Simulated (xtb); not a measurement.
xtb input (GFN2-xTB):

```bash
xtb mol.xyz --gfn 2 --ohess tight --chrg -1 --uhf 0
```
mol.xyz:
```
4

Si     0.02480008    -0.02030977     0.55760128
Br     2.09491979    -0.29087349    -0.22484331
Br    -0.81894657     1.96205718    -0.10480386
Br    -1.28776665    -1.64935726    -0.22125211
```

End of the output:

```
       3    115.04    -0.94875 ( 96.55%)    -0.80966 (  3.45%)    -0.94396
       4    253.97    -0.50770 ( 99.85%)    -0.57507 (  0.15%)    -0.50780
       5    254.11    -0.50742 ( 99.85%)    -0.57491 (  0.15%)    -0.50752
       6    277.87    -0.46116 ( 99.90%)    -0.54843 (  0.10%)    -0.46125
   ------------------------------------------------------------------------

   temp. (K)  partition function   enthalpy   heat capacity  entropy
                                   cal/mol     cal/K/mol   cal/K/mol   J/K/mol
 298.15  VIB   68.1                 2309.934     10.747     15.841
         ROT  0.452E+06              888.752      2.981     28.860
         INT  0.308E+08             3198.686     13.728     44.701
         TR   0.424E+28             1481.254      4.968     42.635
         TOT                        4679.9399    18.6964    87.3359   365.4135

       T/K    H(0)-H(T)+PV         H(T)/Eh          T*S/Eh         G(T)/Eh
   ------------------------------------------------------------------------
    298.15    0.745796E-02    0.985530E-02    0.414961E-01   -0.316408E-01
   ------------------------------------------------------------------------

         :::::::::::::::::::::::::::::::::::::::::::::::::::::
         ::                  THERMODYNAMIC                  ::
         :::::::::::::::::::::::::::::::::::::::::::::::::::::
         :: total free energy         -14.371505976517 Eh   ::
         ::.................................................::
         :: total energy              -14.339865164560 Eh   ::
         :: zero point energy           0.002397342701 Eh   ::
         :: G(RRHO) w/o ZPVE           -0.034038154659 Eh   ::
         :: G(RRHO) contrib.           -0.031640811957 Eh   ::
         :::::::::::::::::::::::::::::::::::::::::::::::::::::

optimized geometry written to: xtbopt.xyz

           -------------------------------------------------
          | TOTAL ENERGY              -14.339865164560 Eh   |
          | TOTAL ENTHALPY            -14.330009862977 Eh   |
          | TOTAL FREE ENERGY         -14.371505976517 Eh   |
          | GRADIENT NORM               0.000008878219 Eh/α |
          | HOMO-LUMO GAP               3.778003619125 eV   |
           -------------------------------------------------

------------------------------------------------------------------------
------------------------------------------------------------------------
 total:
 SCF:
 ANC optimizer:
 analytical hessian:
```

It need not be the lowest isomer of its formula. Whether it binds its extra electron was not tested at this geometry.
